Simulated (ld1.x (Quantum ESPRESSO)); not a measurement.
# What one change does to a pseudopotential (Ge, TM)

* Element: germanium (Ge)
* Generator: ld1.x (Quantum ESPRESSO) 7.5
* Type: norm-conserving Troullier–Martins (Kleinman–Bylander form)
* Functional: PBE
* Relativity: fully relativistic
* Frozen core: [Ar] 3d10
* Valence charge: 4
* Reference configuration: 4s2 4p2
* Partial waves: 4s (bound): rc 1.60 bohr; 4p (bound): rc 2.00 bohr; 4d channel at 0.15 Ry: rc 1.60 bohr
* Local potential: all-electron potential smoothed inside 1.70 bohr (lloc = -1)
* Core correction: none

Open shells are filled in proportion to 2j + 1 (rel_dist='average').

Change: all radii scaled by about 0.82 (s 1.32, p 1.64, d 1.32 bohr); local potential all-electron potential smoothed inside 1.40 bohr (lloc = -1).

Cutoffs: the cutoffs (Ry, on a coarse ladder) from which the occupation-weighted sum of valence levels, in a spherical-Bessel basis at the reference potential, stays within 10 and 1 mRy of its value at 400 Ry; they do not see the model core or the augmentation charge, which bear on the density cutoff. Errors are all-electron minus pseudo energies relative to the spin-unpolarised reference configuration.

Question: What does the change do?

Answer: The potential gets harder (18 Ry and 40 Ry → 40 Ry and 90 Ry); both files keep a bound ghost (d); of the 7 tests that both files solve, the error grows in 6 and shrinks in 0 by more than 15 % and 0.3 meV (median size 3.4 → 17.7 meV). A smaller radius makes the pseudo-wave follow the all-electron one further in, where it bends more sharply, so more plane waves are needed. That the errors move this way runs against the usual rule that smaller radii transfer better.

```csv
quantity,base,changed
"cutoff, loose",18 Ry,40 Ry
"cutoff, tight",40 Ry,90 Ry
loose cutoff by channel (10 mRy a level),"s 15 Ry, p 6 Ry","s 35 Ry, p 6 Ry"
bound ghosts,"d3/2, d5/2","d3/2, d5/2"
"error for 4s2 4p1, meV [ΔE 7.45 eV]",-0.5,+8.0
"error for 4s2 4p0, meV [ΔE 22.89 eV]",+3.4,+115
"error for 4s1 4p0, meV [ΔE 57.68 eV]",+104,+581
"error for 4s2 4p1.5, meV [ΔE 2.80 eV]",0.0,+1.2
"error for 4s0 4p4, meV [ΔE 16.19 eV]",+47,+71
"error for 4s1 4p2, meV [ΔE 16.16 eV]",+8.8,+18
"error for 4s2 4p2.3, meV [ΔE -0.88 eV]",0.0,+0.2
```

 A true bound ghost makes a file unfit for plane-wave use even where its test errors are small: the radial tests pick states by their node count and pass the ghost by.
